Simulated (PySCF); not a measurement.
**PBE0 on Ar⁺ (argon, charge +1)**

Configuration: [Ne] 3s1 3p5 3d1, one real determinant (an excited configuration). Calculation: PySCF 2.14, in aug-cc-pwCVDZ; the non-relativistic Hamiltonian (point nucleus).

| Quantity | Value |
| --- | --- |
| Total energy | -525.5950 hartree |
| One-electron energy | -716.2413 hartree |
| Hartree (Coulomb) energy | 220.8999 hartree |
| Exchange-correlation energy | -30.2536 hartree |
| Kinetic energy | 524.74772 hartree |
| ⟨S²⟩ | 3.7517 |
| ⟨L²⟩ | 7.988 |
| Sum of ⟨r⟩ | 14.21 bohr |
| Sum of ⟨r²⟩ | 21.84 bohr² |
| Traceless quadrupole moment −½Σ⟨3z² − r²⟩ along its main axis | 0.0426 e·bohr² |
| Density at the nucleus (Gaussians lack the cusp) | 3720 bohr⁻³ |
| Spin density at the nucleus | 16.7 bohr⁻³ |
| Langevin diamagnetic susceptibility | -17.3 ×10⁻⁶ cm³/mol |

```json
{"shell": "1s α", "electrons": "1", "mean orbital energy (hartree)": "-116.01317", "spread (hartree)": "0", "rms radius, mean of both spins (bohr)": "0.0999"}
{"shell": "1s β", "electrons": "1", "mean orbital energy (hartree)": "-115.98792", "spread (hartree)": "0", "rms radius, mean of both spins (bohr)": "0.0999"}
{"shell": "2s α", "electrons": "1", "mean orbital energy (hartree)": "-11.89406", "spread (hartree)": "0", "rms radius, mean of both spins (bohr)": "0.451"}
{"shell": "2s β", "electrons": "1", "mean orbital energy (hartree)": "-11.85848", "spread (hartree)": "0", "rms radius, mean of both spins (bohr)": "0.451"}
{"shell": "2p α", "electrons": "3", "mean orbital energy (hartree)": "-9.42178", "spread (hartree)": "0.02539", "rms radius, mean of both spins (bohr)": "0.419"}
{"shell": "2p β", "electrons": "3", "mean orbital energy (hartree)": "-9.38882", "spread (hartree)": "0.00681", "rms radius, mean of both spins (bohr)": "0.419"}
{"shell": "3s α", "electrons": "1", "mean orbital energy (hartree)": "-1.59605", "spread (hartree)": "0", "rms radius, mean of both spins (bohr)": "1.45"}
{"shell": "3p α", "electrons": "3", "mean orbital energy (hartree)": "-1.01181", "spread (hartree)": "0.05996", "rms radius, mean of both spins (bohr)": "1.65"}
{"shell": "3p β", "electrons": "2", "mean orbital energy (hartree)": "-0.87910", "spread (hartree)": "0", "rms radius, mean of both spins (bohr)": "1.65"}
{"shell": "3d α", "electrons": "1", "mean orbital energy (hartree)": "-0.24594", "spread (hartree)": "0", "rms radius, mean of both spins (bohr)": "2.15"}
```

⟨L²⟩ = 7.99 against 12 for a pure F term, so this real determinant mixes terms. The outer electron is Rydberg-like, and this basis confines it to a smaller radius and binds it less than a complete one would.
